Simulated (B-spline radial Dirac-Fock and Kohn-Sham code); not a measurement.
Re⁹⁺: scattering cross sections and density moments

System: rhenium as Re⁹⁺ in the configuration 1s2 2s2 2p6 3s2 3p6 3d10 4s2 4p6 4d10 4f14 5s2 5p4.

Calculated with an atomic code on a B-spline grid, using configuration-average Dirac-Fock orbitals.

| Property | Result |
| --- | --- |
| Sum of ⟨r⟩ | 26.90 bohr |
| Sum of ⟨r²⟩ | 18.63 bohr² |
| Sum of ⟨1/r⟩ | 551.98 per bohr |
| Langevin diamagnetic susceptibility | -14.8 × 10⁻⁶ cm³/mol |
| Lamb shielding (α²/3)Σ⟨1/r⟩ | 9798 ppm |

Coherent scattering is the Thomson cross section weighted by f₀², without anomalous dispersion; incoherent scattering is Klein-Nishina weighted by S. The Lamb formula is the non-relativistic shielding expression. Electron correlation is left out. A dash stands where the photon energy is too low for the impulse approximation behind that column.

| hν (keV) | coherent (b) | incoherent (b) | incoherent per electron (b) |
| --- | --- | --- | --- |
| 1 | 2859 | – | – |
| 2 | 2750 | 1.059 | 0.0160 |
| 5 | 2196 | 4.584 | 0.0694 |
| 30 | 375.7 | 21.52 | 0.326 |
| 50 | 176.0 | 25.54 | 0.387 |
| 200 | 16.65 | 24.76 | 0.375 |
| 500 | 3.009 | 18.61 | 0.282 |
| 1000 | 0.7826 | 13.80 | 0.209 |

Incoherent scattering overtakes coherent scattering between 50 and 200 keV.
